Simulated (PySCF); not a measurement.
PySCF input file for C2H4OSe, SMILES C1OC[Se]1, TDA-PBE/def2-SVPD. Geometry: PBE-D3(BJ)/def2-SVP. This is a generated structure with no PubChem entry under its InChIKey; it may be hypothetical.

```python
import numpy as np
from pyscf import gto, scf, dft, tdscf

mol = gto.M(
    atom='''
    C     0.00000000    1.10559976    0.85008927
    O    -0.00000000   -0.00000000    1.73686260
    C     0.00000000   -1.10559976    0.85008927
    Se   -0.00000000   -0.00000000   -0.82030375
    H     0.91189081    1.73534458    0.94858889
    H    -0.91189082    1.73534458    0.94858889
    H    -0.91189082   -1.73534457    0.94858889
    H     0.91189081   -1.73534457    0.94858890
    ''',
    basis='def2-SVPD',
    charge=0,
    spin=0,
    symmetry=True,
    max_memory=1600,
    verbose=4,
)
mf = dft.RKS(mol, xc='pbe').density_fit(auxbasis='def2-universal-jkfit')
mf.grids.level = 3
mf.conv_tol = 1e-9
mf.max_cycle = 100
mf.kernel()
mf.grids = dft.Grids(mol).set(level=1).build(with_non0tab=True)  # coarser grid for the response kernel
td = tdscf.TDA(mf)
td.singlet = True
td.nstates = 10
td.conv_tol = 1e-4
td.positive_eig_threshold = 1e-6
td.kernel(x0=td.get_init_guess(mf, 15))
td.analyze()
tt = tdscf.TDA(mf)
tt.singlet = False
tt.nstates = 4
tt.conv_tol = 1e-4
tt.positive_eig_threshold = 1e-6
tt.kernel(x0=tt.get_init_guess(mf, 9))
tt.analyze(verbose=3)
```

Log of the run:

```
PySCF version 2.14.0

[INPUT] verbose = 4
[INPUT] num. atoms = 8
[INPUT] num. electrons = 58
[INPUT] charge = 0
[INPUT] spin (= nelec alpha-beta = 2S) = 0
[INPUT] symmetry True subgroup None
[INPUT] Mole.unit = angstrom
[INPUT] Symbol           X                Y                Z      unit          X                Y                Z       unit  Magmom
[INPUT]  1 C      0.000000000000   1.105599760000   0.850089270000 AA    0.000000000000   2.089280749785   1.606435901731 Bohr   0.0
[INPUT]  2 O      0.000000000000   0.000000000000   1.736862600000 AA    0.000000000000   0.000000000000   3.282194630000 Bohr   0.0
[INPUT]  3 C      0.000000000000  -1.105599760000   0.850089270000 AA    0.000000000000  -2.089280749785   1.606435901731 Bohr   0.0
[INPUT]  4 Se     0.000000000000   0.000000000000  -0.820303750000 AA    0.000000000000   0.000000000000  -1.550149426454 Bohr   0.0
[INPUT]  5 H      0.911890810000   1.735344580000   0.948588890000 AA    1.723223886408   3.279325987948   1.792573206905 Bohr   0.0
[INPUT]  6 H     -0.911890820000   1.735344580000   0.948588890000 AA   -1.723223905305   3.279325987948   1.792573206905 Bohr   0.0
[INPUT]  7 H     -0.911890820000  -1.735344570000   0.948588890000 AA   -1.723223905305  -3.279325969051   1.792573206905 Bohr   0.0
[INPUT]  8 H      0.911890810000  -1.735344570000   0.948588900000 AA    1.723223886408  -3.279325969051   1.792573225802 Bohr   0.0

nuclear repulsion = 260.62457322106
point group symmetry = C2v
symmetry origin: [-6.51629693e-10  6.51629693e-10  3.58396342e-09]
symmetry axis x: [1.00000000e+00 6.28203714e-18 1.76079308e-10]
symmetry axis y: [ 0.00000000e+00 -1.00000000e+00  4.96890311e-11]
symmetry axis z: [ 1.76079308e-10 -4.96891413e-11 -1.00000000e+00]
num. orbitals of irrep A1 = 52
num. orbitals of irrep A2 = 20
num. orbitals of irrep B1 = 28
num. orbitals of irrep B2 = 36
number of shells = 56
number of NR pGTOs = 216
number of NR cGTOs = 136
basis = def2-SVPD
ecp = {}


[settings echo left out]
init E= -2553.80902418646
HOMO (B1) = -0.242367488062586  LUMO (B2) = -0.109202338749257  gap/eV = 3.62361
cycle= 1 E= -2554.35132454055  delta_E= -0.542  |g|= 0.56  |ddm|= 3.65
HOMO (B1) = -0.109825459988333  LUMO (B2) = -0.0688655339817248  gap/eV = 1.11458
cycle= 2 E= -2554.1281767083  delta_E= 0.223  |g|=  1.2  |ddm|= 1.44
HOMO (B1) = -0.181355680117593  LUMO (B2) = -0.0724990120659306  gap/eV = 2.96214
cycle= 3 E= -2554.40537420149  delta_E= -0.277  |g|= 0.114  |ddm|= 1.05
HOMO (B1) = -0.19539070701377  LUMO (B2) = -0.0815295813601997  gap/eV = 3.09832
cycle= 4 E= -2554.40752108597  delta_E= -0.00215  |g|= 0.0586  |ddm|= 0.211
HOMO (B1) = -0.192845556237578  LUMO (B2) = -0.0808609665191731  gap/eV = 3.04726
cycle= 5 E= -2554.40855406082  delta_E= -0.00103  |g|= 0.024  |ddm|= 0.098
HOMO (B1) = -0.192301149587661  LUMO (B2) = -0.0795593769337057  gap/eV = 3.06786
cycle= 6 E= -2554.40868028582  delta_E= -0.000126  |g|= 0.00271  |ddm|= 0.0216
HOMO (B1) = -0.192710487198259  LUMO (B2) = -0.0799798913236134  gap/eV = 3.06756
cycle= 7 E= -2554.4086826329  delta_E= -2.35e-06  |g|= 0.000834  |ddm|= 0.00535
HOMO (B1) = -0.192588047060979  LUMO (B2) = -0.0798869180925714  gap/eV = 3.06675
cycle= 8 E= -2554.40868277264  delta_E= -1.4e-07  |g|= 0.000143  |ddm|= 0.00127
HOMO (B1) = -0.192592860767254  LUMO (B2) = -0.0798929521120217  gap/eV = 3.06672
cycle= 9 E= -2554.40868277873  delta_E= -6.08e-09  |g|= 1e-05  |ddm|= 0.000224
HOMO (B1) = -0.192594534444529  LUMO (B2) = -0.0798944203150134  gap/eV = 3.06673
cycle= 10 E= -2554.40868277876  delta_E= -3e-11  |g|= 1.46e-06  |ddm|= 2.19e-05
HOMO (B1) = -0.192594498402519  LUMO (B2) = -0.0798943077210343  gap/eV = 3.06673
Extra cycle  E= -2554.40868277875  delta_E= 5.91e-12  |g|= 1.85e-06  |ddm|= 4.72e-06
converged SCF energy = -2554.40868277875
tot grids = 32760
Overwritten attributes  positive_eig_threshold  of <class 'pyscf.tdscf.rks.TDA'>


******** <class 'pyscf.tdscf.rks.TDA'> for <class 'pyscf.df.df_jk.DFSymAdaptedRKS'> ********
nstates = 10 singlet
deg_eia_thresh = 1.000e-03
wfnsym = None
conv_tol = 0.0001
eigh lindep = 1e-12
eigh level_shift = 0
eigh max_cycle = 100


Excitation energies (eV)
[3.26142586 4.46495183 4.63049113 5.29799502 5.53142861 5.89242171
 5.99589522 6.11158877 6.22107475 6.64142112]

** Singlet excitation energies and oscillator strengths **
Excited State   1:   A2      3.26143 eV    380.15 nm  f=0.0000
      29 -> 30       -0.70525
Excited State   2:   A2      4.46495 eV    277.68 nm  f=0.0000
      28 -> 30       -0.70556
Excited State   3:   B1      4.63049 eV    267.76 nm  f=0.0060
      29 -> 31       -0.70043
Excited State   4:   B1      5.29800 eV    234.02 nm  f=0.0156
      29 -> 32       -0.70355
Excited State   5:   B2      5.53143 eV    224.14 nm  f=0.0335
      27 -> 30       -0.69154
Excited State   6:   B1      5.89242 eV    210.41 nm  f=0.0007
      28 -> 31       -0.70046
Excited State   7:   A1      5.99590 eV    206.78 nm  f=0.0372
      29 -> 33        0.70490
Excited State   8:   A2      6.11159 eV    202.87 nm  f=0.0000
      29 -> 34        0.70636
Excited State   9:   B1      6.22107 eV    199.30 nm  f=0.0181
      29 -> 35       -0.70261
Excited State  10:   B1      6.64142 eV    186.68 nm  f=0.0411
      28 -> 32        0.70073

** Transition electric dipole moments (AU) **
state          X           Y           Z        Dip. S.      Osc.
  1        -0.0000      0.0000     -0.0000      0.0000      0.0000
  2        -0.0000      0.0000     -0.0000      0.0000      0.0000
  3        -0.2307      0.0000     -0.0000      0.0532      0.0060
  4        -0.3469      0.0000      0.0000      0.1203      0.0156
  5        -0.0000      0.4973     -0.0000      0.2473      0.0335
  6         0.0713      0.0000     -0.0000      0.0051      0.0007
  7         0.0000     -0.0000     -0.5031      0.2531      0.0372
  8         0.0000      0.0000      0.0000      0.0000      0.0000
  9         0.3449      0.0000     -0.0000      0.1190      0.0181
 10        -0.5025      0.0000      0.0000      0.2525      0.0411

** Transition velocity dipole moments (imaginary part, AU) **
state          X           Y           Z        Dip. S.      Osc.
  1         0.0000     -0.0000      0.0000      0.0000      0.0000
  2         0.0000     -0.0000      0.0000      0.0000      0.0000
  3        -0.0796     -0.0000     -0.0000      0.0063      0.0248
  4        -0.0226     -0.0000     -0.0000      0.0005      0.0017
  5        -0.0000     -0.0191      0.0000      0.0004      0.0012
  6         0.0618     -0.0000     -0.0000      0.0038      0.0118
  7        -0.0000      0.0000     -0.1127      0.0127      0.0384
  8        -0.0000      0.0000     -0.0000      0.0000      0.0000
  9         0.0932     -0.0000     -0.0000      0.0087      0.0253
 10        -0.0915      0.0000     -0.0000      0.0084      0.0228

** Transition magnetic dipole moments (imaginary part, AU) **
state          X           Y           Z
  1        -0.0000     -0.0000      0.5388
  2        -0.0000     -0.0000     -0.3401
  3        -0.0000     -0.2904     -0.0000
  4        -0.0000     -0.7109      0.0000
  5        -1.5186      0.0000      0.0000
  6         0.0000     -0.7303     -0.0000
  7         0.0000      0.0000      0.0000
  8        -0.0000      0.0000     -0.2540
  9         0.0000     -0.2851     -0.0000
 10        -0.0000     -0.2450     -0.0000


******** <class 'pyscf.tdscf.rks.TDA'> for <class 'pyscf.df.df_jk.DFSymAdaptedRKS'> ********
nstates = 4 triplet
deg_eia_thresh = 1.000e-03
wfnsym = None
conv_tol = 0.0001
eigh lindep = 1e-12
eigh level_shift = 0
eigh max_cycle = 100


Excitation energies (eV)
[2.8043662  4.21042692 4.33168091 4.74318992]

** Triplet excitation energies and oscillator strengths **
Excited State   1:   A2      2.80437 eV    442.11 nm  f=0.0000
Excited State   2:   B1      4.21043 eV    294.47 nm  f=0.0000
Excited State   3:   A2      4.33168 eV    286.23 nm  f=0.0000
Excited State   4:   B2      4.74319 eV    261.39 nm  f=0.0000
```

The calculation finished and met its thresholds.

Cost: roughly 50 core-seconds.
